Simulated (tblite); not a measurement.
C4H6F2O2Si.
Z-matrix (Å and degrees, GFN2-xTB geometry), rows numbered from 1:
```
C 
C   1  1.3228
O   2  1.3560  1  122.71
Si  3  1.6375  2  115.69  1   178.74
C   4  1.9301  3   90.02  2    -3.07
C   5  1.5220  4  113.61  3  -111.11
F   6  1.3573  5  111.28  4    37.42
F   6  1.3552  5  109.94  4   -79.54
O   2  1.3626  1  122.18  3  -178.70
H   1  1.0707  2  120.30  3     0.36
H   1  1.0711  2  120.36  3  -179.86
H   4  1.4483  3  109.59  2  -118.90
H   4  1.4567  3  110.50  2   108.58
H   5  1.0943  4  115.46  3   124.94
H   6  1.1004  5  113.25  4   158.81
```

Level: GFN2-xTB in tblite, geometry and Hessian alike; calculated harmonic values, unscaled, isolated species. This tight-binding method is rough: wavenumbers can miss measured ones by several per cent, in bad cases by 10 to 20. Modes of hydrogen on silicon can be 10 to 20 % off. One conformer, not necessarily the lowest.

Harmonic wavenumbers (cm⁻¹): 42.7, 59.0, 103.8, 170.6, 217.2, 316.9, 372.2, 445.3, 477.2, 522.8, 555.3, 581.5, 586.6, 643.8, 666.0, 690.3, 742.8, 773.8, 793.8, 817.9, 891.9, 955.6, 990.4, 1041.4, 1084.2, 1109.6, 1149.0, 1199.3, 1246.9, 1275.6, 1292.7, 1353.8, 1729.2, 2337.6, 2414.6, 2906.4, 2935.4, 3161.1, 3205.7.

A = 2448, B = 1052, C = 895.9 MHz; mass 152.011 u (most abundant isotopes); point group C1, symmetry number 1.

Q: What is the zero-point energy?

A: Half the sum of the wavenumbers: 20930 cm⁻¹ = 59.84 kcal/mol.

Q: Entropy at 200 K, 1 bar (ideal gas, RRHO, classical rotation)?

A: Translation 39.01, rotation 28.13, vibration 16.86: S = 84.0 cal/(mol K).

Q: And Cp and H(200 K) − H(0)?

A: Cp = 26.35 cal/(mol K), of which vibrations give 18.40 (their classical limit is 39 R = 77.5); H(200 K) − H(0) = 3.38 kcal/mol without the zero-point energy, 1.79 from vibrations.

Q: Which modes carry the vibrational entropy at 200 K?

A: 42.7 cm⁻¹: 4.34; 59.0 cm⁻¹: 3.71; 103.8 cm⁻¹: 2.61; 170.6 cm⁻¹: 1.70; 217.2 cm⁻¹: 1.29; 316.9 cm⁻¹: 0.73 cal/(mol K); the other 33 give 2.48 together.

Q: What must be added to the electronic energy to get the Gibbs energy at 200 K and 1 bar?

A: ZPE + [H(200 K) − H(0)] − T·S = 59.84 + 3.38 − 16.80 = 46.42 kcal/mol.

Q: Blend soft modes into free rotors: weight 1/[1 + (100 cm⁻¹/ν̃)⁴] for the oscillator and the rest for a rotor with moment μB/(μ + B), μ = h/(8π²ν), B = 10⁻⁴⁴ kg m². What vibrational entropy results?

A: 15.18 cal/(mol K) in place of 16.86, which changes −T·S at 200 K by +0.34 kcal/mol.

Q: How do the functions run with temperature in this model?

A: 
```csv
T (K),S (cal/(mol K)),Cp (cal/(mol K)),H − H(0) (kcal/mol),G − H(0) (kcal/mol),ln q(vib)
150,77.2,21.2,2.19,-9.39,2.87
250,90.5,31.7,4.83,-17.79,5.12
298.15,96.5,36.6,6.47,-22.29,6.23
400,108.5,45.5,10.67,-32.73,8.62
600,129.4,57.5,21.07,-56.59,13.28
900,154.8,67.5,39.98,-99.38,19.76
```

q(vib) and H(0) count from the zero-point level.

Hindered rotation and anharmonicity are outside this model. Other conformers, if any are populated, would add a mixing term that is left out. The structure is chiral; the term R ln 2 for an equal mix with its mirror image is left out.

Hardware: one thread of an Arm Neoverse N1, no GPU (shared host). Cost: 0.92 s of wall time. This covers the Hessian and the dipole derivatives.
